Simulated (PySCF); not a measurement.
Species: C6H14Ge.
Cartesian coordinates in Å at the PBE0-D3(BJ)/def2-SVP level; atoms count from 1:
```xyz
21
C6H14Ge angstrom
C      2.0374   -1.9775   -0.5483
C      1.8362   -0.8144    0.0840
C      2.6626    0.4069   -0.1922
Ge     0.3875   -0.6519    1.3835
C     -0.9795    0.6010    0.7089
C     -1.5119    0.1347   -0.6417
C     -2.0937    0.8071    1.7296
H      1.4315   -2.8653   -0.3427
H      2.8280   -2.0896   -1.3015
H      3.1639    0.7639    0.7231
H      3.4350    0.2162   -0.9539
H      2.0354    1.2425   -0.5469
H      0.9411   -0.1233    2.7275
H     -0.2452   -2.0438    1.6031
H     -0.4498    1.5607    0.5684
H     -2.2187    0.8680   -1.0663
H     -2.0530   -0.8218   -0.5476
H     -0.7045   -0.0173   -1.3752
H     -1.7112    1.1875    2.6896
H     -2.6280   -0.1353    1.9359
H     -2.8421    1.5295    1.3607
```

Computed with PySCF, PBE0-D3(BJ)/def2-SVP geometry optimisation, gas phase.

Take the most abundant isotopes and a rigid rotor. The values belong to one conformer with, in the numbering `[CH2:1]=[C:2]([CH3:3])[GeH2:4][CH:5]([CH3:6])[CH3:7]`, C1–C2–Ge4–C5 -113°, C2–Ge4–C5–C6 57°.

Q: Give the principal moments of inertia and the rotational constants in cm⁻¹.

A: Ia = 180.80, Ib = 450.10, Ic = 492.78 u·Å²; 505379 MHz·u·Å²/I gives 2795, 1123 and 1026 MHz, that is A = 0.09324, B = 0.03745, C = 0.03421 cm⁻¹.

Q: Classify the top.

A: An asymmetric top: κ = (2 × 1123 − 2795 − 1026)/(2795 − 1026) = -0.89.

Q: What does the inertial defect say?

A: Not planar: Δ = Ic − Ia − Ib = -138.13 u·Å². For a rigid frame Δ = −2 Σ m c², so Σ m c² = 69.06 u·Å² lies off the ab plane: 24.95 from hydrogen and 44.11 from heavier atoms. The atom farthest from that plane is 2.10 Å away.

Q: Give the other two planar moments, Paa and Pbb, and the rms extents of the mass along the axes.

A: Paa = Σ m a² = (Ib + Ic − Ia)/2 = 381.04 and Pbb = Σ m b² = (Ia + Ic − Ib)/2 = 111.74 u·Å². With the mass M = 160.03 u, the rms extents √(P/M) along a, b and c are 1.54, 0.84, 0.66 Å.

Q: List the rotational levels J(Ka,Kc) to J = 3 (K).

A: Above 0(0,0), as E/k:
J = 1: 1(0,1) 0.103, 1(1,1) 0.183, 1(1,0) 0.188
J = 2: 2(0,2) 0.309, 2(1,2) 0.385, 2(1,1) 0.399, 2(2,1) 0.640, 2(2,0) 0.640
J = 3: 3(0,3) 0.618, 3(1,3) 0.687, 3(1,2) 0.715, 3(2,2) 0.949, 3(2,1) 0.950, 3(3,1) 1.362, 3(3,0) 1.362
Those of J = 1 are B + C, A + C and A + B.

Q: Which lines would a microwave search look for?

A: The dipole components are |μa| = 0.09 D, |μb| = 0.71 D, |μc| = 0.48 D. The squared components, which scale the intensities, stand as 0.02 : 1.00 : 0.46 (a : b : c). Some lines, for components of 0.1 D or more:

| type | branch | J(Ka,Kc) | MHz | lower level (cm⁻¹) |
| --- | --- | --- | --- | --- |
| c | Q | 5(1,5) ← 5(0,5) | 1106 | 1.070 |
| b | Q | 2(1,1) ← 2(0,2) | 1871 | 0.215 |
| b | Q | 3(1,2) ← 3(0,3) | 2031 | 0.429 |
| b | Q | 3(2,1) ← 3(1,2) | 4894 | 0.497 |
| b | Q | 4(2,3) ← 4(1,4) | 5656 | 0.757 |
| b | Q | 5(2,4) ← 5(1,5) | 5907 | 1.107 |
| c | Q | 3(3,1) ← 3(2,1) | 8587 | 0.660 |
| b | Q | 5(3,3) ← 5(2,4) | 8641 | 1.304 |
| b | R | 5(0,5) ← 4(1,4) | 9376 | 0.757 |
| b | R | 3(2,2) ← 2(1,1) | 11462 | 0.277 |
| c | R | 3(2,1) ← 2(1,1) | 11483 | 0.277 |
| b | R | 3(2,1) ← 2(1,2) | 11775 | 0.268 |
| c | Q | 5(4,2) ← 5(3,2) | 12033 | 1.592 |
| b | Q | 4(4,1) ← 4(3,2) | 12040 | 1.234 |
| c | R | 5(1,4) ← 4(0,4) | 13223 | 0.715 |
| c | R | 4(2,3) ← 3(1,3) | 14048 | 0.478 |
| b | R | 3(3,1) ← 2(2,0) | 15048 | 0.445 |
| c | R | 3(3,0) ← 2(2,0) | 15049 | 0.445 |
| b | R | 5(3,3) ← 4(2,2) | 19312 | 0.948 |
| b | R | 5(3,2) ← 4(2,3) | 19377 | 0.946 |
| c | R | 4(4,0) ← 3(3,0) | 20641 | 0.947 |
| b | R | 5(4,1) ← 4(3,2) | 22791 | 1.234 |
| b | R | 5(5,0) ← 4(4,1) | 26231 | 1.635 |

Q: Estimate the classical rotational partition function at 10 K, 50 K and 200 K.

A: Point group C1, symmetry number σ = 1; q = (√π/σ)·√((kT/h)³/(ABC)), k/h = 20836.6 MHz/K: 2970 at 10 K, 33200 at 50 K, 266000 at 200 K.

Whether it is a minimum is left open (no frequencies). Zero-point vibration and centrifugal distortion are left out. A rigid rotor knows nothing of internal rotation, which can split or shift real lines.

The run took 2.0 min wall on Intel Xeon 6975P-C, one thread, no GPU, shared host with 192 logical CPUs at a one-minute load of 39, and the process peaked at 0.82 GiB of memory. These figures are those of the optimisation.
